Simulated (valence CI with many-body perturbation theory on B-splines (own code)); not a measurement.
## Questions on In

Calculated by relativistic CI+MBPT: three valence electrons over a frozen Dirac-Fock core [Kr] 4d10, a basis of 9 s, 9 p, 8 d, 6 f, 3 g, 1 h functions for each j, with the one-electron correlation potential Σ1, the two-electron term Σ2, the three-electron term Σ3, Breit, model QED; selected CI, second order for the rest, scaled by the run's own slope (own B-spline code, finite nucleus).

Against 12 measured levels this calculation errs by 163 cm⁻¹ on average and by 507 at most. These come from a selection out of the NIST Handbook of Basic Atomic Spectroscopic Data. Levels without a partner in it may be off by more.

Rates and lifetimes use the calculated energies. Strong lines usually hold to 10 to 20 %, long lifetimes can be off by a factor of two.

(1) What is the ground level?

(2) What are the static dipole polarisabilities of the lowest levels?

(3) How well does LS coupling describe the low levels?

(4) Among levels below 41933 cm⁻¹, which E1 lines absorb most strongly from the ground level?

(5) Where does the other parity begin?

Answers

(1) 5s²5p ²P°_1/2, composition 95 % 5s²5p ²P°, g = 0.666.

(2) 5s²5p ²P°_1/2 62.4; 5s²5p ²P°_3/2 70.0 (tensor -15) bohr³, of which the core gives 3.22. The recommended value for the atom is 65 ± 4 bohr³ (Schwerdtfeger and Nagle, table of static dipole polarizabilities (2023 update)).

(3) Among the lowest 20 levels the leading LS term, summed over configurations, holds 100 % on average. For single configurations the figures are 91 % in LS and 86 % in jj coupling. Terms hardly mix: every one of these levels is at least 95 % one term.

(4) to 5s²5d ²D_3/2 at 304.5 nm, f = 0.317; to 5s²6s ²S_1/2 at 408.6 nm, f = 0.129; to 5s²6d ²D_3/2 at 256.5 nm, f = 0.0349.

(5) At 5s²6s ²S_1/2, 24475 cm⁻¹.
